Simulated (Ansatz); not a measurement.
Stepwise reaction of `N[Si](N)(F)Cl` with water, as a gas-phase model of exchange steps in deposition or etching. ΔE in kJ/mol.

Isolated molecules relaxed with PBE0-D4/def2-TZVP in Ansatz; ΔE leaves out vibrations. CCSD(T)/CBS adds triple-zeta CCSD(T) − MP2 to the extrapolated MP2 energy (def2 sets, frozen cores). This one scheme is used for every species. DFT in def2-TZVPP. B3LYP here is the variant with VWN-RPA as its local correlation; programs differ in this. Each species was taken in one conformer, which may not be the lowest.

| step | reaction | PBE-D4 | B3LYP-D4 | ωB97M-V | CCSD(T)/CBS |
| --- | --- | --- | --- | --- | --- |
| 1 | `N[Si](N)(F)Cl` + H₂O → `N[Si](O)(F)Cl` + NH₃ | -34.7 | -37.4 | -37.7 | -36.0 |
| 2 | `N[Si](O)(F)Cl` + H₂O → `O[Si](O)(F)Cl` + NH₃ | -37.2 | -40.6 | -40.4 | -38.5 |

Q: By hand: ΔE of the 2 steps together at CCSD(T)/CBS.

A: (-36.0) + (-38.5) = -74.5 kJ/mol, or -37.2 kJ/mol a step.

In ΔE the steps differ by no more than 2.5 kJ/mol. All are downhill at CCSD(T)/CBS. PBE-D4 differs from CCSD(T)/CBS by 1.3 to 1.3 kJ/mol a step. Isolated molecules leave out the surface, adducts and barriers. Largest T1 diagnostic: 0.011.
